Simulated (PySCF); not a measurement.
C3H4Cl2, SMILES ClC(=CC)Cl. Atoms are numbered in the order given.

```xyz
9

C      0.7325    -2.3630     0.0000
C      1.0454    -0.9009     0.0000
C      0.1583     0.1005     0.0000
Cl    -1.5679    -0.1352     0.0000
Cl     0.6438     1.7728     0.0000
H      1.1721    -2.8535     0.8853
H     -0.3492    -2.5494     0.0000
H      1.1721    -2.8535    -0.8853
H      2.0981    -0.6028     0.0000
```

Geometry optimised at B3LYP-D3(BJ)/def2-SVP.

Method: PBE0/def2-TZVP run with PySCF.

Gas-phase values at a fixed geometry.

Computed frontier levels, gap, dipole moment and polarisability:
highest occupied level: -7.18 eV
lowest empty level: -0.31 eV
orbital gap: 6.87 eV
dipole moment: 1.94 D
quadrupole, principal values (traceless, Buckingham form, about the centre of nuclear charge): -3.15, -0.36, 3.51 D·Å
mean static polarisability: 61.9 bohr³ (9.17 Å³)
polarisability, principal values: 40.5, 65.0, 80.2 bohr³
